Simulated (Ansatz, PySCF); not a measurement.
Cl2FH5Si3, SMILES F[SiH2][SiH2][SiH](Cl)Cl. Atoms are numbered in the order given.

```xyz
11

Si     2.5085     0.0469    -0.0333
F      3.8540    -0.8810    -0.0487
Si     0.6057    -1.3288     0.1212
Si    -1.1962     0.0715    -0.4092
Cl    -2.9663    -0.5855     0.4500
Cl    -0.6865     1.9384     0.3793
H      2.5864     0.9642     1.1338
H      2.4720     0.8274    -1.3007
H      0.6637    -2.4754    -0.8319
H      0.4109    -1.8337     1.5105
H     -1.4409     0.2632    -1.8610
```

Coordinates come from a B3LYP-D3(BJ)/def2-SVP optimisation. The structure was generated by enumeration, and PubChem lists no compound with its InChIKey, so it may never have been made. Other conformers were not sampled.

Two levels are set side by side: PBE-D3(BJ)/def2-SVP (Ansatz, a quantum-chemistry and plane-wave program) and B3LYP-D3(BJ)/def2-SVP (Ansatz). Each level has its own optimised geometry; the coordinates shown are those of the second. Frequencies come from the Hessian of PySCF at each geometry. Differences are taken from unrounded values.

```tsv
quantity	B3LYP-D3(BJ)
mean bond length (Å)	1.794
bond Si1–F2 (Å)	1.635
bond Si1–Si3 (Å)	2.353
bond Si3–Si4 (Å)	2.343
bond Si4–Cl5 (Å)	2.074
bond Si4–Cl6 (Å)	2.090
bond Si1–H7 (Å)	1.486
bond Si1–H8 (Å)	1.489
bond Si3–H9 (Å)	1.492
bond Si3–H10 (Å)	1.491
bond Si4–H11 (Å)	1.485
highest harmonic wavenumber (cm⁻¹)	2250
mean harmonic wavenumber (cm⁻¹)	815
zero-point energy (kcal/mol)	31.46
```

What does PBE-D3(BJ) give, and how far is it from B3LYP-D3(BJ)? (An estimate is asked for; the answer gives what the named calculation found.)


```tsv
quantity	PBE-D3(BJ)	PBE-D3(BJ) minus B3LYP-D3(BJ)
mean bond length (Å)	1.803	0.010
bond Si1–F2 (Å)	1.646	0.011
bond Si1–Si3 (Å)	2.356	0.003
bond Si3–Si4 (Å)	2.346	0.003
bond Si4–Cl5 (Å)	2.079	0.004
bond Si4–Cl6 (Å)	2.093	0.004
bond Si1–H7 (Å)	1.501	0.014
bond Si1–H8 (Å)	1.503	0.014
bond Si3–H9 (Å)	1.505	0.013
bond Si3–H10 (Å)	1.504	0.013
bond Si4–H11 (Å)	1.500	0.015
highest harmonic wavenumber (cm⁻¹)	2187	-63
mean harmonic wavenumber (cm⁻¹)	787	-28
zero-point energy (kcal/mol)	30.39	-1.07
```

Exact exchange shortens and stiffens bonds; PBE has none. Differences between two approximate levels are no errors against the true value.
